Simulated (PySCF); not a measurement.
Species: C7H4ClO (charge +1).
SMILES: `c1(cc(ccc1)Cl)C#[O+]`

Level of theory: TDDFT CAM-B3LYP/def2-SVPD, vertical, gas phase, core orbitals frozen in the response in PySCF 2.14.0, density-fitted response routines. Geometry: GFN2-xTB; no solvent, vibrations or thermal averaging.

Question: Predict the UV-vis stick spectrum at this level.

Answer: 

```json
{"state": "S1", "E (eV)": "3.72", "λ (nm)": "333.6", "ν̃ (cm⁻¹)": "29980", "f": "0.049", "symmetry": "A′", "main configurations (H = HOMO, L = LUMO)": "H→L (94%)"}
{"state": "S2", "E (eV)": "4.64", "λ (nm)": "267.3", "ν̃ (cm⁻¹)": "37420", "f": "0.0000", "symmetry": "–", "main configurations (H = HOMO, L = LUMO)": "H→L+1 (91%)"}
{"state": "S3", "E (eV)": "4.97", "λ (nm)": "249.7", "ν̃ (cm⁻¹)": "40050", "f": "0.168", "symmetry": "A′", "main configurations (H = HOMO, L = LUMO)": "H-1→L (86%)"}
{"state": "S4", "E (eV)": "4.98", "λ (nm)": "249.2", "ν̃ (cm⁻¹)": "40130", "f": "0.0002", "symmetry": "–", "main configurations (H = HOMO, L = LUMO)": "H-2→L (97%)"}
{"state": "S5", "E (eV)": "5.16", "λ (nm)": "240.1", "ν̃ (cm⁻¹)": "41640", "f": "0.0000", "symmetry": "–", "main configurations (H = HOMO, L = LUMO)": "H-1→L+1 (85%)"}
{"state": "S6", "E (eV)": "6.04", "λ (nm)": "205.2", "ν̃ (cm⁻¹)": "48740", "f": "0.231", "symmetry": "A′", "main configurations (H = HOMO, L = LUMO)": "H→L+2 (70%), H-3→L (22%)"}
{"state": "S7", "E (eV)": "6.20", "λ (nm)": "200.1", "ν̃ (cm⁻¹)": "49980", "f": "0.266", "symmetry": "A′", "main configurations (H = HOMO, L = LUMO)": "H-3→L (67%), H→L+2 (16%)"}
{"state": "S8", "E (eV)": "6.47", "λ (nm)": "191.6", "ν̃ (cm⁻¹)": "52210", "f": "0.0000", "symmetry": "–", "main configurations (H = HOMO, L = LUMO)": "H-4→L (91%)"}
```

Triplets (Tamm–Dancoff): T1 2.63 eV, H→L (92%); T2 3.34 eV, H-1→L (91%); T3 4.29 eV, H→L+2 (78%).

The lowest singlet lies at 3.72 eV (334 nm, ultraviolet) and is of moderate strength; its leading configuration is HOMO→LUMO (94%). The strongest level in the table is S7 at 6.20 eV (200 nm, f = 0.266). S3/S4 lie within about 0.01 eV of each other. Löwdin shares by element: HOMO carbon 41% or more, chlorine 40% (atoms not listed hold the other 19%); LUMO carbon 50% or more, oxygen 16% (atoms not listed hold the other 35%). Weighted by f, the mean energy of these states is 5.69 eV. The oscillator strengths of these states sum to 0.715; summed over the whole spectrum of an exact calculation they would give the number of electrons, 70 (Thomas–Reiche–Kuhn). Of the 8 states listed, 4 reach f = 0.01 and 4 stay under 0.0005. Symmetry labels in Cs follow from the direction of the transition dipole and are given only for states with f of 0.002 or more. Singlets were solved by full linear response, triplets in the Tamm–Dancoff approximation.
